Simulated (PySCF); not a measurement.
Start geometry of `N#CC#CC(F)F` from GFN2-xTB (Å):
```
atom  x, y, z in Å
N1     3.329   -0.011    1.570
C2     2.295   -0.008    1.074
C3     1.063   -0.004    0.484
C4    -0.010    0.001   -0.068
C5    -1.327    0.007   -0.684
F6    -2.036    1.097   -0.305
F7    -2.044   -1.078   -0.308
H8    -1.260    0.007   -1.787
```

Task: What comes out of this run: PySCF 2.14.0, PBE0-D3(BJ)/def2-SVP geometry optimisation, gas phase?

Result: 
```
atom  x, y, z in Å
N1     3.327    0.181    1.623
C2     2.282    0.121    1.119
C3     1.045    0.054    0.520
C4    -0.044   -0.004   -0.009
C5    -1.336   -0.058   -0.711
F6    -2.212    0.781   -0.133
F7    -1.834   -1.305   -0.660
H8    -1.214    0.232   -1.770
```

The energy falls by 3.8 kJ/mol over 7 energy and gradient evaluations, the largest force component goes from 0.0340 to 3.0e-04 Eh/bohr, and the atoms move by 0.037 Å rms after alignment. The bond that changes most is C4–C5 (alkyne carbon to CHF2 carbon), which lengthens by 0.017 Å. Bonds longer at the end by more than 0.005 Å: 4 of 7; shorter: 2. Rotational constants go from 9763, 1070, 989.7 to 9859, 1055, 975.0 MHz. The orientation of the end geometry is arbitrary; only internal coordinates are fixed.

The run used 103 basis functions and 52 SCF cycles in all. The run took 30 s on one thread, x86-64 server, no GPU, shared host.

PBE0-D3(BJ)/def2-SVP frequencies: not computed here.
